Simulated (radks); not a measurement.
The numbers below are computed, except where a source is named.
Q: The table gives one normalised radial function P(r) = r R(r) (large component) of K+ in [Ne] 3s2 3p5 4f1 (r in bohr). Level of theory: Dirac Kohn-Sham, PBE, spin-unpolarised, spherical densities, finite nucleus; open shells are shared between the two j in proportion to 2j + 1; Fermi nuclear charge, rms radius 3.4349 fm (a radial shooting solver on a logarithmic mesh with Libxc functionals).

r,P
0.006374,0.0083
0.00857,0.0147
0.01152,0.0259
0.01537,0.0444
0.02066,0.0762
0.02778,0.1288
0.03735,0.2130
0.04981,0.3380
0.06697,0.5237
0.09004,0.7731
0.1201,1.0638
0.1615,1.3658
0.2171,1.5856
0.2919,1.6188
0.3893,1.4141
0.5233,1.0060
0.7036,0.5524
0.946,0.2192
1.262,0.0594
1.696,0.0090
2.281,0.0007
3.066,0.0000
4.09,0.0000
5.499,0.0000
7.393,0.0000
9.86,0.0000
13.26,0.0000
17.82,0.0000
23.96,0.0000

Which n and l does it have? It may be an empty orbital.

A: n = 2, l = 1: the number of nodes gives n - l - 1 = 0, the rise at small r points to l (this Dirac orbital starts outside the nucleus as r^gamma with gamma = sqrt((l + 1)^2 - (Z/c)^2) = 2.00; the j = 3/2 orbital of l + 1 starts with the same power, but with a smaller coefficient, and then steepens), and the extent must fit the shell. The curve is that of 2p3/2; the two j differ most near the nucleus, where j = l - 1/2 has the larger amplitude, and in heavy atoms j = l - 1/2 is also the more compact. 2p3/2: eigenvalue -299.06 eV, 0 radial nodes, <r> = 0.351 bohr, 90 % of the charge inside 0.580 bohr.
